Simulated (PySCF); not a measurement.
# Electron correlation in Ni+ (nickel, charge +1)

[Ar] 3d9, 2D determinant. Calculation: PySCF 2.14, in x2c-TZVPPall; the spin-free X2C one-electron Hamiltonian (Gaussian nucleus). Frozen: [Ar]; 9 electrons correlated.

```json
{"level": "CCSD", "correlation energy (mhartree)": "-328.80"}
{"level": "(T)", "correlation energy (mhartree)": "-11.21"}
{"level": "CCSD(T)", "correlation energy (mhartree)": "-340.01"}
```

Diagnostics: T1 = 0.013, D1 = 0.0199, largest double amplitude 0.024.

Cost of the coupled-cluster step: of the order of 15 core-seconds, for 9 correlated electrons.

Iterations:

```
CC2 = 0
CCSD nocc = (np.int64(5), np.int64(4)), nmo = (55, 55)
frozen orbitals [[0, 1, 2, 3, 4, 5, 6, 7, 8], [0, 1, 2, 3, 4, 5, 6, 7, 8]]
max_cycle = 100
direct = 0
conv_tol = 1e-08
conv_tol_normt = 1e-06
diis_space = 8
diis_start_cycle = 0
Init t2, MP2 energy = -0.366648024822961
Init E_corr(UCCSD) = -0.366648024824131
cycle = 1  E_corr(UCCSD) = -0.315652692712235  dE = 0.0509953321  norm(t1,t2) = 0.0942368
cycle = 2  E_corr(UCCSD) = -0.332804551897823  dE = -0.0171518592  norm(t1,t2) = 0.046028
cycle = 3  E_corr(UCCSD) = -0.328848367656136  dE = 0.00395618424  norm(t1,t2) = 0.0290342
cycle = 4  E_corr(UCCSD) = -0.328483850274357  dE = 0.000364517382  norm(t1,t2) = 0.0036893
cycle = 5  E_corr(UCCSD) = -0.328781260771625  dE = -0.000297410497  norm(t1,t2) = 0.00160447
cycle = 6  E_corr(UCCSD) = -0.328828642087043  dE = -4.73813154e-05  norm(t1,t2) = 0.000600617
cycle = 7  E_corr(UCCSD) = -0.328799284842617  dE = 2.93572444e-05  norm(t1,t2) = 0.000232846
cycle = 8  E_corr(UCCSD) = -0.328797738267781  dE = 1.54657484e-06  norm(t1,t2) = 0.000150209
cycle = 9  E_corr(UCCSD) = -0.32880480759997  dE = -7.06933219e-06  norm(t1,t2) = 0.000104309
cycle = 10  E_corr(UCCSD) = -0.328801853897429  dE = 2.95370254e-06  norm(t1,t2) = 8.25502e-05
cycle = 11  E_corr(UCCSD) = -0.328802754879304  dE = -9.00981875e-07  norm(t1,t2) = 5.5076e-05
cycle = 12  E_corr(UCCSD) = -0.32880292643769  dE = -1.71558386e-07  norm(t1,t2) = 3.83272e-05
cycle = 13  E_corr(UCCSD) = -0.328802365300921  dE = 5.61136769e-07  norm(t1,t2) = 2.5226e-05
cycle = 14  E_corr(UCCSD) = -0.328803217638598  dE = -8.52337677e-07  norm(t1,t2) = 1.61844e-05
cycle = 15  E_corr(UCCSD) = -0.328802504466507  dE = 7.13172091e-07  norm(t1,t2) = 8.59235e-06
cycle = 16  E_corr(UCCSD) = -0.328802625664786  dE = -1.21198279e-07  norm(t1,t2) = 5.57257e-06
cycle = 17  E_corr(UCCSD) = -0.328802859300166  dE = -2.3363538e-07  norm(t1,t2) = 4.01312e-06
cycle = 18  E_corr(UCCSD) = -0.328802751319951  dE = 1.07980215e-07  norm(t1,t2) = 3.55864e-06
cycle = 19  E_corr(UCCSD) = -0.328802884933847  dE = -1.33613896e-07  norm(t1,t2) = 2.81656e-06
cycle = 20  E_corr(UCCSD) = -0.328802834159028  dE = 5.07748189e-08  norm(t1,t2) = 2.07786e-06
cycle = 21  E_corr(UCCSD) = -0.328802787055326  dE = 4.71037021e-08  norm(t1,t2) = 1.19092e-06
cycle = 22  E_corr(UCCSD) = -0.328802786790248  dE = 2.65077515e-10  norm(t1,t2) = 7.76713e-07
UCCSD converged
E(UCCSD) = -1519.116044153393  E_corr = -0.3288027867902485
UCCSD(T) correction = -0.0112082062537307
```
